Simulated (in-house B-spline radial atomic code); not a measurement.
# Solving the quasi-particle equation for 2s of the boron ion B⁺

Configuration [He] 2s2, start r2SCAN, empty levels kept to 333.33 hartree. Computed with an all-electron radial atomic-structure program (B-spline basis): all electrons, non-relativistic, point nucleus, each spin shell either full or empty, empty states to l = 9 with an (l + 1/2)⁻⁴ tail; G0W0 by contour deformation at full frequency.

At the mean-field level ε = -19.725 eV the matrix elements are Σx = -15.154 eV, v_xc = -11.128 eV and Σc(ε) = -1.921 eV, and the slope of the correlation self-energy is dΣc/dω = -0.1235. The quasi-particle energy solves E = ε + Σx − v_xc + Σc(E).

Question: What does the linearised equation give?

Answer: Z = 1/(1 − dΣc/dω) = 1/1.1235 = 0.8901. The first-order shift is Σx − v_xc + Σc(ε) = -15.154 − (-11.128) + (-1.921) = -5.947 eV, so E ≈ ε + Z × shift = -19.725 + 0.8901 × (-5.947) = -25.018 eV.

Question: How does that compare with the full solution and with static screening?

Answer: Solving the equation at full frequency dependence gives E = -25.087 eV, where Σc = -1.335 eV and the weight is 0.907; the linearised value is off by 68 meV. Leaving Z out would give -25.672 eV. Static COHSEX puts -3.967 eV in place of Σc and gives -27.718 eV, 2.63 eV deeper. The tabulated removal energy is 25.155 eV (NIST, measured); the run leaves out relativity, Breit and QED terms.
